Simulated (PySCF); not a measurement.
## ClNSe: a base run and its variants

Base input, run as `OMP_NUM_THREADS=1 python input.py` with PySCF 2.14:

```python
from pyscf import gto, scf

mol = gto.M(
    atom='Se -0.3682 0 -0.4167; N -1.677 0 0.4445; Cl 1.5127 0 0.7738',
    basis='cc-pvdz-dk',
    charge=0,
    spin=0,
    symmetry=True,
    verbose=4,
)
mf = scf.RHF(mol)
mf = mf.sfx2c1e()
mf.kernel()
mf.analyze()
print('orbital energies (hartree):', mf.mo_energy[..., max(0, mol.nelec[1]-3):mol.nelec[0]+3].round(4))
```

Base result: E(SCF) = -2943.271943 Eh, 12 cycles, μ(SCF) = 2.79 D. 

Hardware: Arm Neoverse N1, 1 thread, shared host. Wall time 2.3 s, peak memory 0.13 GiB.

Each row names what differs from the base; energies in brackets are changes from the base.

| change | result |
| --- | --- |
| geometry: coordinates × 0.98 → coordinates × 0.862 | E(SCF) = -2943.161367 Eh (+3.0089 eV), 11 cycles, μ(SCF) = 2.50 D |
| geometry: coordinates × 0.98 → coordinates × 1.098 | E(SCF) = -2943.241830 Eh (+0.8194 eV), 14 cycles, μ(SCF) = 3.32 D |
| step after the SCF: analyze → mp2; frozen orbitals: default → 15 | E(SCF) = -2943.271943 Eh (+0.0000 eV), 12 cycles, E(MP2) − E(SCF) = -0.43964 Eh, μ(SCF) = 2.79 D |
| spin (2S): 0 → 2; SCF type: RHF → UHF [a high spin state] | E(SCF) = -2943.258800 Eh (+0.3576 eV), ⟨S²⟩ = 2.106, μ(SCF) = 1.31 D |
| electric field along z (a.u.): none → 0.005; point-group symmetry: on → off | E(SCF) = -2943.266847 Eh (+0.1387 eV), 12 cycles, μ(SCF) = 2.42 D |
| basis set: cc-pvdz-dk → cc-pvdz; spin-free X2C: on → off | E(SCF) = -2913.659185 Eh, 12 cycles, μ(SCF) = 2.72 D |
| initial guess: minao → mod_huckel [may be another electronic state] [ends in another solution than the base] | E(SCF) = -2943.079392 Eh (+5.2396 eV), 15 cycles, μ(SCF) = 0.85 D |
| level shift (hartree): none → -0.2 | E(SCF) = -2943.271943 Eh (+0.0000 eV), 31 cycles, μ(SCF) = 2.79 D |
| geometry: coordinates × 0.98 → coordinates × 0.951 | E(SCF) = -2943.263995 Eh (+0.2163 eV), 12 cycles, μ(SCF) = 2.67 D |
| geometry: coordinates × 0.98 → coordinates × 0.911 | E(SCF) = -2943.235475 Eh (+0.9923 eV), 11 cycles, μ(SCF) = 2.55 D |
| DIIS space: default → off [unsound on purpose] [may be another electronic state] | not converged: SCF after 50 cycles |

Problem. Order these changes by how far they move the SCF energy from the base, largest first: (1) geometry: coordinates × 0.98 → coordinates × 0.862; (2) geometry: coordinates × 0.98 → coordinates × 0.911; (3) geometry: coordinates × 0.98 → coordinates × 1.098; (4) initial guess: minao → mod_huckel.

Solution. (4) +5.2396 eV, (1) +3.0089 eV, (2) +0.9923 eV, (3) +0.8194 eV.
